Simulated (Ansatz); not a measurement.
Program: Ansatz. Geometries: PBE0-D4/def2-TZVP. ΔE: electronic, gas phase. CCSD(T)/CBS adds triple-zeta CCSD(T) − MP2 to the extrapolated MP2 energy (def2 sets, frozen cores). Functionals use def2-TZVPP. Elements past krypton have def2 core potentials. For Sn outer-core shells are correlated without core-valence functions, which leaves a few kJ/mol of doubt a bond. One conformer a species, not always the lowest.

`[SH][Sn][SH]` + `C[S][SnH]([CH3])[F]` → `C[S][Sn][SH]` + `[CH3][SnH]([F])[SH]`  (redistribution)

| level | ΔE (kcal/mol) |
| --- | --- |
| r2SCAN-D4 | -1.0 |
| MP2/def2-QZVPP | -1.2 |
| MP2/CBS(def2) | -1.2 |
| CCSD/CBS(def2) | -0.6 |

Q: What does CCSD(T)/CBS give? (Estimate.)

A: Computed: -0.9 kcal/mol. The listed levels differ from it by -0.1, -0.3, -0.3, 0.3 kcal/mol.

Largest T1 diagnostic among the species: 0.016.

In def2-TZVPP, CCSD(T) changes the Hartree–Fock value by −1.1 kcal/mol (the triples alone add −0.3 kcal/mol) and MP2 by −1.3 kcal/mol.
